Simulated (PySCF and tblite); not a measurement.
The numbers below are computed, except where a source is named.
System: C3H6BFO, numbered as in [CH2:1]=[CH:2][B:3]([F:4])[O:5][CH3:6].

The path came from a restrained scan, a climbing-image band and a saddle search at GFN2-xTB; energies are CAM-B3LYP/pcSseg-1 + D3(BJ)//PBE0-D3(BJ)/def2-SVP, thermal terms GFN2-xTB. Rates follow Eyring's equation with the number of equivalent paths and no tunnelling. (PySCF 2.14 with density fitting, tblite 0.8.)

(1) What barrier does the rotation about the B3–C2 bond (torsion F4–B3–C2–C1 from 179° to 361°, rising) meet, and how fast is it at 298 K?

Results:

(1) The electronic barrier is 5.0 kcal/mol and ΔG‡(298 K) 5.3 kcal/mol, over a C1 saddle with an imaginary mode of 83i cm⁻¹ (GFN2-xTB). With 2 equivalent paths, k is 1.6×10⁹ s⁻¹, a mean lifetime of the start of 620 ps against this motion. The end lies 0.2 kcal/mol below the start in free energy.
